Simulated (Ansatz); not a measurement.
Geometry optimisation, UKS PBE-D4/def2-mTZVP in Ansatz 0.2.0.

Input file:

```yaml
crystal:
  periodic: [false, false, false]
  atoms:
    - { symbol: Sn, position_ang: [0.0, 0.0, 0.0] }
    - { symbol: H, position_ang: [0.0, 0.0, 1.99] }
    - { symbol: C, position_ang: [2.0274, 0.0, -0.716] }
    - { symbol: H, position_ang: [2.3751, -1.0463, -0.8441] }
    - { symbol: H, position_ang: [2.076, 0.5276, -1.6913] }
    - { symbol: H, position_ang: [2.6794, 0.5187, 0.0175] }
    - { symbol: H, position_ang: [-0.8195, 1.4198, -0.5794] }
    - { symbol: O, position_ang: [-0.9232, -1.5994, -0.6527] }
    - { symbol: H, position_ang: [-1.3778, -2.065, 0.1197] }
    - { symbol: F, position_ang: [0.0, 0.0, 3.21] }
magnetization:
  spin_polarized: true
  initial_magnetization: 1
basis:
  gaussian: { orbitals: def2-mTZVP }
hamiltonian:
  xc: pbe
  dispersion: d4
relax:
  f_tol: 0.15
  max_steps: 25
  restrain:
    - { distance: [1, 9], at: 2.12, k: 30.0 }
    - { distance: [0, 1], at: 1.74, k: 30.0 }
```

Command:

```bash
$ ansatz run input.yaml --threads 4 --pin off --max-ram 5120MiB --backend cpu --events-out ev --progress --plain --runs-dir out
```

**Question.** Where does it end, and by what steps?

**Answer.** It converged. The restraints hold the end off the free minimum. After 24 steps the energy has risen by 0.170 eV (the restraints' own energy left out); F10 moved furthest, 1.27 Å. Joined: Sn1–F10 (3.21 → 2.03 Å).

```tsv
step	energy less start (eV)	largest force component (eV/Å)	accepted
0	0.0000	3.141	yes
1	0.8216	2.010	yes
2	1.2938	1.958	yes
3	1.3968	0.946	yes
4	1.3544	0.914	yes
5	1.4172	2.325	no
6	1.3350	0.902	yes
7	1.3221	0.896	yes
8	1.3185	0.843	yes
9	1.3063	0.859	yes
10	1.2912	0.800	yes
11	1.2377	0.775	yes
12	1.2179	0.728	yes
13	1.1429	0.777	yes
14	1.0580	0.821	yes
15	0.9162	0.939	yes
16	0.7274	1.061	yes
17	0.4536	0.982	yes
18	0.2785	0.939	yes
19	0.1933	0.792	yes
20	0.2061	1.158	yes
21	0.1735	0.862	yes
22	0.1702	0.840	yes
23	0.1849	0.880	no
24	0.1700	0.861	yes
```

```xyz
10
Properties=species:S:1:pos:R:3
Sn 0.107 0.112 0.370
H -0.408 -1.097 1.555
C 2.040 0.086 -0.525
H 2.322 -0.952 -0.742
H 2.040 0.659 -1.459
H 2.765 0.522 0.171
H -1.104 1.259 -0.056
O -0.647 -1.714 -0.451
H -1.610 -1.793 -0.287
F 0.533 0.674 2.278
```

Run time: 52 s on 4 threads of Arm Neoverse V2, on a shared host, peak memory 0.2 GiB.
